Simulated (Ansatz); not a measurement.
Species: H6GaN3, SMILES `[NH2][Ga]([NH2])[NH2]` (charge 0, multiplicity 1).

**Question.** Give a relaxed geometry from CAM-B3LYP-D3(BJ)/def2-TZVP (Ansatz, a quantum-chemistry and plane-wave program).

**Answer.** Several could match; the one computed here: the end point of this relaxation, one of several conformers (outside a Z-matrix the atoms follow the SMILES, hydrogens last).
Z-matrix (Å, degrees):
```
Ga
N 1 1.8173
H 2 1.0048 1 122.55
H 2 1.0048 3 111.54 1 160.11
N 1 1.8174 2 120.02 3 171.04
H 5 1.0048 1 122.52 2 -170.86
H 5 1.0048 6 111.53 1 -159.91
N 1 1.8196 2 119.98 3 -10.46
H 8 1.0053 1 121.67 2 -13.55
H 8 1.0053 9 111.09 1 154.05
```
